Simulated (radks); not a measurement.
Values are calculated unless marked as measured or tabulated.
Excited configurations of Ce4+: one electron is placed in a higher orbital outside [Kr] 4d10 5s2 5p5. The ground configuration is [Xe]. Code: a radial shooting solver on a logarithmic mesh with Libxc functionals. Model: scalar-relativistic Kohn-Sham, PBEsol, spin-polarised, spherical densities, point nucleus; open shells are filled with parallel spins first (spin-orbit coupling, left out, can overturn this in heavy ions). Excitation = E - E(ground); binding = E(ion) - E, where the ion is the core of charge +5; n* = 5/sqrt(2 binding) in atomic units, and the quantum defect is n - n*.

outer orbital  excitation (eV)  binding (eV)     n*  quantum defect  eigenvalue (eV)  <r> (bohr)
4f                      13.695        52.719  2.540           1.460          -43.161       1.019
5f                      44.244        22.170  3.917           1.083          -19.263       3.386
6f                      51.954        14.459  4.850           1.150          -12.972       6.022
7s                      46.117        20.296  4.094           2.906          -18.605       5.191

Estimate the row for 7d.

Answer. excitation (eV) 52.413; binding (eV) 14.000; n* 4.929; quantum defect 2.071; eigenvalue (eV) -12.727; <r> (bohr) 6.949. The Delta-SCF ionisation energy is 66.414 eV (NIST Atomic Spectra Database: 65.6 eV, semi-empirical). Self-interaction in the functional shifts the binding energies and quantum defects, so they are the method's values and not measured ones. Open shells are spherical and high-spin; term and fine-structure splittings are not resolved. Spin-orbit splitting is averaged out at the scalar-relativistic level.
